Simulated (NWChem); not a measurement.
C₂H₃Br; SMILES BrC=C

```xyz
6

C     -0.3366     2.0998     0.0000
C      0.5178     1.0849     0.0000
Br    -0.0281    -0.7473     0.0000
H     -1.4129     1.9633     0.0000
H      0.0442     3.1181     0.0000
H      1.5962     1.1903     0.0000
```
Atoms are numbered in this order, from 1.

Level: B3LYP/6-31G* (spherical d) (NWChem), optimised geometry, unscaled harmonic frequencies. This build's default masses of Se (78.918 u) and Br (79.917 u) are each other's, which moves their modes by up to 0.6 %.

| frequency (cm⁻¹) | IR intensity (km/mol) |
|---|---|
| 345 | 0.2 |
| 596 | 13.3 |
| 598 | 27.4 |
| 923 | 21.7 |
| 977 | 40.4 |
| 1027 | 11.0 |
| 1293 | 35.3 |
| 1424 | 10.4 |
| 1684 | 44.3 |
| 3173 | 0.3 |
| 3240 | 4.1 |
| 3265 | 3.5 |

```yaml
zero_point_energy: 26.5 kcal/mol
thermal correction to the enthalpy at 298.15 K (with zero-point energy): 29.4 kcal/mol
heat capacity Cv: 11.1 cal/(mol K)
entropy at 298.15 K and 1 atm (symmetry number 1): 65.8 cal/(mol K)
dipole_moment: 1.62 D
```

Rigid rotor and harmonic oscillator.
